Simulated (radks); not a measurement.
These are the eigenvalues of the occupied orbitals of an atom or ion with whole-number occupations (eV). Method: non-relativistic Kohn-Sham, PBE, spin-unpolarised, spherical densities, point nucleus; computed with a radial shooting solver on a logarithmic mesh with Libxc functionals.

1s: -6933.181
2s: -806.2664
2p: -695.7635
3s: -91.9424
3p: -59.6312
3d: -7.7758
4s: -5.2011

Which element is it, and in what charge state? The configuration may be excited.

Answer. Z = 26, iron, charge 0: Fe in [Ar] 3d6 4s2. The list shows which subshells hold electrons but not how many an open one holds; the 1s level, -254.79 hartree, gives Z - s = 22.6 by -(Z - s)^2/2, which with screening narrows Z to a few neighbours, and the depths of the outer levels then fix element, charge and occupations together.
